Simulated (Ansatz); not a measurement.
Gas-phase electronic energies from Ansatz, PBE0-D4/def2-TZVP geometries. CCSD(T)/CBS adds triple-zeta CCSD(T) − MP2 to the extrapolated MP2 energy (def2 sets, frozen cores). DFT in def2-TZVPP. def2 core potentials past Kr. For In, Sc outer-core shells are correlated without core-valence functions, which leaves a few kJ/mol of doubt a bond. Scalar relativity is left out up to krypton. Each species was taken in one conformer, which may not be the lowest.

Consider the substitution at a C–O bond: `C[O][In]([OH])[OH]` + `[OH][Sc]([OH])[OH]` → `C[O][Sc]([OH])[OH]` + `[OH][In]([OH])[OH]`.

| level | ΔE (kJ/mol) |
| --- | --- |
| PBE0 | -16.1 |
| HF/def2-TZVPP | -14.3 |

(1) What does CCSD(T)/CBS give? (Best estimate.)

Largest T1 diagnostic among the species: 0.017.

Results:

(1) Ansatz gave: -14.6 kJ/mol. The listed levels differ from it by -1.5, 0.3 kJ/mol.
